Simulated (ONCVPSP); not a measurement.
Pseudopotential generation for Al (Z = 13): ONCV, PBE, scalar-relativistic.

- Element: Al (Z = 13)
- Generator: ONCVPSP 4.0.1
- Type: optimised norm-conserving Vanderbilt (ONCV)
- Functional: PBE
- Relativity: scalar-relativistic
- Frozen core: [Ne]
- Valence charge: 3
- Reference configuration: 3s2 (charge +1)
- Partial waves: 3s: rc 2.10 bohr, ncon 4, nbas 7, qcut 3.9 1/bohr, 3 projectors, debl 3.7 Ha; p scattering state at 0.28 Ha: rc 2.05 bohr, ncon 4, nbas 8, qcut 3.3 1/bohr, 2 projectors, debl 2.8 Ha; d scattering state at 0.2 Ha: rc 2.15 bohr, ncon 3, nbas 6, qcut 5.1 1/bohr, 2 projectors, debl 3.6 Ha
- Local potential: polynomial inside 1.85 bohr (lpopt 5, dvloc0 0 Ha)
- Core correction: Teter function fitted to the true core (icmod 2), fcfact 0.15

In the p channel the program set the typed energies aside and used 0.050, 2.850 Ha.

Problem. Estimate the cutoffs (Ha) at which the residual kinetic energy of the hardest occupied pseudo-wave falls to 1 and 0.1 mHa per electron.

Solution. 5.8 Ha and 7.7 Ha. The cutoffs count occupied waves only; projector 2 of the d channel, the hardest unoccupied one, needs 34 Ha at the loose tolerance.

Problem. What does a ghost test show?

Solution. No bound ghost flagged; GHOST(+) flagged for s at 274.0 eV.

Problem. Tests: 3s2 3p1; 3s1; 3s2 3p0.5; 3s1 3p1. Which has the largest error in its energy relative to the reference configuration, and how large is it?

Solution. 3s1, with +28 meV (all-electron minus pseudo) on +19.23 eV.
